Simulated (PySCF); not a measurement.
**Spin-rotation constants: C3HBrO3**

Geometry (Å), atoms numbered from 1 in this order:
```xyz
8

O    -1.574   -1.623   -0.261
C    -0.730   -0.791   -0.130
C    -0.689    0.601    0.123
Br   -2.057    1.822    0.382
O     0.592    1.027    0.170
C     1.353    0.005   -0.036
O     0.691   -1.101   -0.222
H     2.423    0.069   -0.051
```

Method: GIAO B3LYP/pcSseg-1 magnetisability, rotational g tensor and spin-rotation constants, non-relativistic, gas phase (PySCF 2.14.0). Geometry: GFN2-xTB.

The bonding changed while the geometry was optimised; results refer to the coordinates, not to the name. The calculation is non-relativistic, which matters for the atoms heavier than Zn.

Give the nuclear spin-rotation constants along the inertial axes (H = +C I·J) beside the isotropic shieldings.

Rotational constants 3.9551, 1.2178, 0.9311 GHz. A star marks the isotopologue with that one atom substituted, in its own axes.
```tsv
atom	isotope	Caa (kHz)	Cbb (kHz)	Ccc (kHz)	mean (kHz)	σ (ppm)
Br4	79Br	1.832	2.908	1.742	2.161	2092.2
H8	1H	-0.093	0.023	-0.102	-0.057	23.7
O1	17O*	-1.386	-0.524	-0.079	-0.663	42.0
C2	13C*	1.931	0.325	0.300	0.852	23.9
C3	13C*	1.545	0.302	0.218	0.689	69.7
O5	17O*	-1.676	-0.605	-0.114	-0.798	-30.2
C6	13C*	1.555	0.519	0.213	0.762	27.9
O7	17O*	-1.770	-0.613	-0.140	-0.841	-53.7
```
For the geometry as given, no vibrational averaging.
